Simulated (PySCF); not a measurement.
Bond length, frequency and bond energy of SmS by level of theory

State: septet, about 5.9 electrons in the 4f shell (Mulliken), real f orbitals that mix terms. Set-up: PySCF, spin-free X2C with a Gaussian nucleus, basis sets Sm x2c-TZVPall, S x2c-TZVPall. De refers to Sm (4f6 6s2) + S in their high-spin ground configurations, without counterpoise correction. The functionals are run spin-unrestricted. A positive dipole means Sm(−)S(+).

```tsv
Level	Re (Å)	ωe (cm⁻¹)	De (eV)	μ (D)	CPU s a point (SCF and correlation, without the integrals)
UHF	2.464	393	n/a	-12.70	12
UHF-MP2	2.389	411	n/a	n/a	21
UHF-SCS-MP2	2.411	402	n/a	n/a	n/a
PBE	2.380	393	4.57	-7.63	14
TPSS	2.382	396	4.73	-7.84	29
r²SCAN	2.374	401	4.77	-7.83	14
TPSSh	2.385	395	4.52	-8.48	20
PBE0	2.393	393	4.16	-9.38	19
```

What does the step from GGA to meta-GGA do here, going from PBE to r²SCAN?

r²SCAN less PBE: -0.6 pm in Re, +2.0 % in ωe, +0.20 eV in De. 

What does a tenth of exact exchange do here, going from TPSS to TPSSh?

TPSSh less TPSS: +0.3 pm in Re, -0.3 % in ωe, -0.21 eV in De. Exact exchange removes part of the self-interaction that spreads semilocal densities, and in most molecules shortens and stiffens the bond and lowers De; here Re goes the other way.

Correlated steps freeze 23 core orbitals. Spin–orbit coupling is left out, which matters for elements this heavy, above all for dissociation energies. The state is the lowest single determinant that the PBE0 search found; with open d or f shells the true ground state can be another one.

The whole job (state search and all levels along the bond) took about 13 min on 4 threads of Arm Neoverse V1 (shared host), peak memory 8 GiB.
